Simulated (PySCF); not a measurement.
molecular hydrogen (H2), SMILES [H][H]. Geometry: B3LYP-D3(BJ)/def2-TZVPD.

The numbers are results of B3LYP-D3(BJ)/def2-TZVPD run with PySCF, not measurements.

Harmonic wavenumbers (cm⁻¹): 4412. Rotational constants (GHz): 1811 (linear); symmetry number 2.

### Question
Work out the zero-point energy and the ideal-gas rigid-rotor harmonic-oscillator thermochemistry at 298.15 K and 1 atm.

### Answer
ZPE = ½ Σ hcν = ½ × 4412 cm⁻¹ = 6.31 kcal/mol. H − E(el) = 8.38 kcal/mol. Entropy in cal/(mol K): translation 28.08, rotation 3.06, vibration 0.00, total 31.14. G − E(el) = -0.90 kcal/mol. Cp = 6.96 cal/(mol K).
